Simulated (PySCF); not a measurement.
# Vertical excitation energies

Compound: C5H10Se.
SMILES with atom numbers: `[CH3:1][CH2:2][CH:3]1[CH2:4][Se:5][CH2:6]1` (hydrogens: H7, H8, H9 on C1; H10, H11 on C2; H12 on C3; H13, H14 on C4; H15, H16 on C6)

Structure used (PBE0-D3(BJ)/def2-SVP), in Å, numbered top down from 1:
```xyz
16
C5H10Se angstrom
C      2.2445    0.0754   -0.0455
C      0.9191   -0.5983    0.2731
C     -0.2527   -0.0163   -0.5006
C     -1.6256   -0.6502   -0.2288
Se    -2.5355    1.0874   -0.4514
C     -0.6115    1.4502   -0.2017
H      2.4981   -0.0275   -1.1128
H      3.0700   -0.3600    0.5370
H      2.2124    1.1528    0.1826
H      0.7056   -0.5177    1.3541
H      0.9838   -1.6790    0.0564
H     -0.0489   -0.0981   -1.5822
H     -1.9494   -1.4339   -0.9271
H     -1.7371   -1.0092    0.8056
H     -0.4108    1.7378    0.8420
H     -0.1957    2.2087   -0.8783
```

The calculation used TDDFT B3LYP/def2-SVPD, vertical, gas phase, core orbitals frozen in the response (PySCF). The B3LYP/def2-SVPD calculation is non-relativistic and has no spin–orbit coupling, an omission that weighs most on selenium.

```
state  E (eV)  λ (nm)       f  |μ| (D)  main configurations (H = HOMO, L = LUMO)
   S1    3.84   322.8  0.0001     0.09                                 H→L (99%)
   S2    5.11   242.5   0.017     0.93                  H→L+1 (82%), H→L+2 (17%)
   S3    5.41   229.2   0.028     1.17                  H→L+2 (81%), H→L+1 (16%)
   S4    5.73   216.3   0.033     1.24                               H→L+3 (99%)
   S5    6.16   201.3   0.030     1.13                               H-1→L (91%)
   S6    6.21   199.7  0.0080     0.58                  H→L+4 (72%), H→L+5 (13%)
   S7    6.33   195.9  0.0041     0.41                  H→L+5 (70%), H→L+4 (19%)
   S8    6.69   185.2  0.0008     0.18                  H→L+6 (83%), H→L+5 (12%)
   S9    6.97   177.8   0.029     1.04                  H→L+8 (68%), H→L+7 (24%)
  S10    7.01   176.8   0.021     0.88                  H→L+7 (70%), H→L+8 (27%)
```

Triplets, Tamm–Dancoff:

```csv
state,E (eV),λ (nm),"main configurations (H = HOMO, L = LUMO)"
T1,3.40,364.6,H→L (97%)
T2,4.70,264.0,"H→L+1 (79%), H→L+2 (13%)"
T3,5.28,234.8,"H→L+2 (82%), H→L+1 (9%)"
T4,5.30,233.8,H-1→L (93%)
```

The lowest singlet comes at 323 nm (371 kJ/mol) in the ultraviolet; it is dark (f under 0.0005); its leading configuration is HOMO→LUMO (99%). The most intense listed level is S4 at 5.73 eV (216 nm, f = 0.033), 1.89 eV above S1. Löwdin shares by element: HOMO selenium 74%, carbon 18% or more; LUMO selenium 61%, carbon 24% or more (atoms not listed hold the other 15%). Orbital energies (eV): HOMO-3 -9.14, HOMO-2 -8.89, HOMO-1 -7.79, HOMO -5.80, LUMO -0.71, LUMO+1 0.19, LUMO+2 0.48. The listed states span 3.17 eV, and the widest gap between neighbours is 1.27 eV (S1 to S2). Of the 10 states listed, 6 reach f = 0.01 and 1 stays under 0.0005. All these states lie below the vertical ionisation energy of 8.19 eV (ΔSCF). Only the lowest 10 singlets were computed, as vertical energies without vibronic structure.

One conformer stands for the species.
